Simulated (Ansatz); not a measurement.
Geometry optimisation, Ansatz 0.2.0, RKS B3LYP-D4/def2-SVP.

The input (input.yaml):

```yaml
crystal:
  periodic: [false, false, false]
  atoms:
    - { symbol: Ge, position_ang: [0.0, 0.0, 0.0] }
    - { symbol: F, position_ang: [0.0, 0.0, 2.03] }
    - { symbol: F, position_ang: [1.5842, 0.0, -0.5594] }
    - { symbol: Cl, position_ang: [-1.0456, 1.8115, -0.7393] }
    - { symbol: O, position_ang: [-0.8337, -1.4443, -0.5894] }
    - { symbol: H, position_ang: [-1.2883, -1.91, 0.183] }
    - { symbol: Br, position_ang: [1.0122, 2.3539, 0.8514] }
    - { symbol: H, position_ang: [0.4684, 1.0894, 1.9769] }
basis:
  gaussian: { orbitals: def2-SVP }
hamiltonian:
  xc: b3lyp
  dispersion: d4
relax:
  f_tol: 0.15
  max_steps: 25
  restrain:
    - { distance: [0, 6], at: 2.4, k: 30.0 }
    - { distance: [7, 1], at: 0.92, k: 30.0 }
    - { distance: [0, 1], at: 2.88, k: 30.0 }
    - { distance: [7, 6], at: 2.75, k: 30.0 }
output:
  orbitals: {}
```

Run as:

```bash
$ ansatz run input.yaml --threads 4 --pin off --max-ram 5120MiB --backend cpu --events-out ev --progress --plain --runs-dir out
```

Problem. Where does it end, and by what steps?

Solution. The run converged. The restraints hold the end off the free minimum; the threshold counts their pulls, which the force column leaves out. Restrained pairs: Ge1–Br7 (2.70 → 2.38 Å), F2–H8 (1.19 → 0.93 Å), Ge1–F2 (2.03 → 2.89 Å), Br7–H8 (1.78 → 2.75 Å). After 14 steps the energy has fallen by 3.212 eV (the restraints' own energy left out); F3 moved furthest, 1.47 Å.

```
step  energy less start (eV)  largest force component (eV/Å)  accepted
   0                  0.0000                           3.596       yes
   1                 -0.0063                           3.135       yes
   2                 -0.0113                           3.678       yes
   3                 -0.7832                           2.007       yes
   4                 -1.5200                           0.902       yes
   5                 -2.0006                           1.385       yes
   6                 -2.3228                           0.678       yes
   7                 -2.6152                           0.652       yes
   8                 -2.8134                           0.781       yes
   9                 -2.9314                           0.562       yes
  10                 -3.0059                           0.952       yes
  11                 -3.1084                           0.679       yes
  12                 -3.1752                           0.625       yes
  13                 -3.2099                           0.466       yes
  14                 -3.2118                           0.529       yes
```

```xyz
8
Properties=species:S:1:pos:R:3
Ge 0.279 0.359 -0.481
F -0.982 0.157 2.108
F 1.158 0.202 -1.956
Cl -1.466 1.515 -0.909
O -0.005 -1.287 0.020
H -0.471 -1.295 0.871
Br 1.722 1.578 0.965
H -0.338 0.670 2.536
```

Time of the run: 52 s on 4 threads of Arm Neoverse V1 (shared host), peak memory 0.42 GiB.
